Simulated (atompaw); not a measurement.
# An all-electron radial function and its pseudo partner (tungsten)

Columns: radius, all-electron u(r) and pseudo u(r) of the 6p shell (level -2.12 eV) of tungsten in the configuration [Kr] 4d10 4f14 5s2 5p6 5d4 6s1 6p1; PBE, scalar-relativistic, PAW (atompaw) scheme, atompaw 4.2.0.5.

| r (bohr) | all-electron | pseudo |
| --- | --- | --- |
| 0.098 | -0.0395 | -0.0010 |
| 0.196 | -0.0470 | -0.0040 |
| 0.294 | 0.0864 | -0.0085 |
| 0.392 | 0.1233 | -0.0142 |
| 0.490 | 0.0653 | -0.0205 |
| 0.588 | -0.0272 | -0.0266 |
| 0.687 | -0.1136 | -0.0317 |
| 0.785 | -0.1742 | -0.0349 |
| 0.883 | -0.2063 | -0.0354 |
| 0.981 | -0.2127 | -0.0326 |
| 1.079 | -0.1984 | -0.0257 |
| 1.177 | -0.1687 | -0.0144 |
| 1.275 | -0.1286 | 0.0015 |
| 1.373 | -0.0819 | 0.0222 |
| 1.471 | -0.0317 | 0.0473 |
| 1.569 | 0.0196 | 0.0763 |
| 1.667 | 0.0704 | 0.1088 |
| 1.765 | 0.1195 | 0.1437 |
| 1.863 | 0.1661 | 0.1802 |
| 1.962 | 0.2103 | 0.2175 |
| 2.060 | 0.2507 | 0.2540 |
| 2.158 | 0.2878 | 0.2890 |
| 2.256 | 0.3216 | 0.3219 |
| 2.354 | 0.3520 | 0.3521 |
| 2.452 | 0.3793 | 0.3793 |
| 2.550 | 0.4034 | 0.4034 |

(1) How many radial nodes do the two functions have?

(2) Is the pseudo-wave norm-conserving?

## Answers

(1) The all-electron 6p function has n − l − 1 = 4 (the table is too coarse to show those close to the nucleus); the pseudo-wave has 1, since 1 lower shell of the same l stays in the valence.

(2) No, it belongs to a PAW set: the norm inside the radius is not constrained, and the difference is carried by the augmentation charge.
